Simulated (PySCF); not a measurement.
B(F)(GeH3)(OH) (BFGeH₄O), SMILES [GeH3][B](F)O.

Geometry: r2SCAN-D4/def2-SVP. Other conformers were not sampled.

These are PBE/def2-TZVP (PySCF) values and carry that method's errors.

Isolated molecule, no solvent.

Computed frontier levels, gap, dipole moment and polarisability:
The highest occupied level is -7.39 eV. The lowest empty level is -1.38 eV. The orbital gap comes out as 6.01 eV, the dipole moment is 1.51 D and the quadrupole, principal values (traceless, Buckingham form, about the centre of nuclear charge) is -6.68, -0.47, 7.15 D·Å. The mean static polarisability is 52.1 bohr³ (7.72 Å³) and the polarisability, principal values is 44.5, 49.6, 62.3 bohr³.
